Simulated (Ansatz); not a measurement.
Cu2O⁺. Charge 1, multiplicity 2. Geometry r2SCAN-D4/def2-TZVP; atoms count from 1.

Cartesian coordinates in Å:
```
Cu -0.205 1.282 -1.007
Cu -0.234 -1.322 0.948
O 0.439 0.040 0.059
```

The structure comes from a short search, and lower isomers may exist.

(1) Estimate the Mulliken populations from the PBE0/def2-TZVP orbitals of Ansatz.

(2) Where does the spin sit?

(3) And the Mayer bond orders between bonded heavy atoms (over 0.3)?

Answers

(1) 
| atom | charge (e) | spin (α − β) | d electrons |
| --- | --- | --- | --- |
| Cu1 | 0.77 | 0.10 | 9.79 |
| Cu2 | 0.77 | 0.10 | 9.79 |
| O3 | -0.53 | 0.80 | – |
Mulliken values and Mayer orders depend strongly on the basis.

(2) Summed by element: Cu 0.20, O 0.80, of 1 unpaired in all. Largest on single atoms: O3 0.80, Cu1 0.10, Cu2 0.10.

(3) Cu1–O3 0.85 (1.76 Å); Cu2–O3 0.85 (1.76 Å).
